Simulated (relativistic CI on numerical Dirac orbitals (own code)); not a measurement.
# Cr2+ in a cubic cluster: 3p photoemission with charge transfer

Computed with a charge-transfer multiplet model of a cubic metal-ligand cluster with up to one ligand hole, Slater and spin-orbit integrals from Dirac-Coulomb-Breit ions, Slater integrals scaled by 0.8. The ground state mixes d4 with configurations of k ligand holes L, whose averages lie at kΔ + k(k − 1)U_dd/2; a core hole lowers each added d electron by U_cd. 300 K, Lorentzian 0.9 eV and Gaussian 0.8 eV FWHM.

Atomic integrals in eV (Slater integrals scaled, ζ unscaled), ground: F2dd 7.675, F4dd 4.768, zeta_d 0.027; with the core hole: F2dd 8.641, F4dd 5.412, zeta_d 0.032, zeta_core 0.680, F2cd 9.353, G1cd 11.618, G3cd 7.071.

Cluster parameters (eV): Δ = 5.6, U_dd = 6.7, U_cd = 8.2, 10Dq(ligand) = 1.3, V(eg) = 1.85, V(t2g) = -0.83, final-state hopping factor = 1.

| Case | n_d | d4 | d5L | S |
| --- | --- | --- | --- | --- |
| 10Dq = 0.6 eV | 4.22 | 0.78 | 0.22 | 2.00 |
| 10Dq = 1.5 eV | 4.20 | 0.80 | 0.20 | 2.00 |
| 10Dq = 2.4 eV | 4.20 | 0.80 | 0.20 | 1.01 |

Weights, n_d and S are thermal averages at 300 K. Binding energies count from the first peak over 30 % of the highest in each spectrum, which can be another peak from case to case. The parameters are a model scan and need not match a compound or its usual spin state. Peaks in eV (height, largest 100):
- 10Dq = 0.6 eV: 0.0 (100), 2.9 (49), 4.3 (43), 7.0 (51), 10.1 (23), 12.7 (23), 16.2 (24), 18.1 (27), 22.6 (14), 27.7 (13)
- 10Dq = 1.5 eV: 0.0 (100), 2.8 (50), 4.3 (42), 7.1 (52), 9.8 (23), 12.5 (21), 16.5 (26), 18.2 (23), 23.0 (14), 27.7 (12)
- 10Dq = 2.4 eV: 0.0 (100), 8.0 (39), 18.0 (11)

For the case 10Dq = 1.5 eV, Δ = 5.6 eV is smaller than U_dd = 6.7 eV, the charge-transfer side of the Zaanen-Sawatzky-Allen scheme. With the core hole the average of the configuration with one ligand hole lies at Δ − U_cd = -2.6 eV before mixing: the effective hopping of about 3.4 eV (from the holes of the mixed ground state) is comparable with this gap or larger, so the configurations mix strongly. The thermal average of S changes within this range, from 2.0 to 1.0; a value between half-integers is an average over states of different spin.

With at most 1 ligand hole the space is cut while the next configuration still counts, so covalency is underestimated, and a final configuration with one more ligand hole, which can lie low, is missing from the spectra.
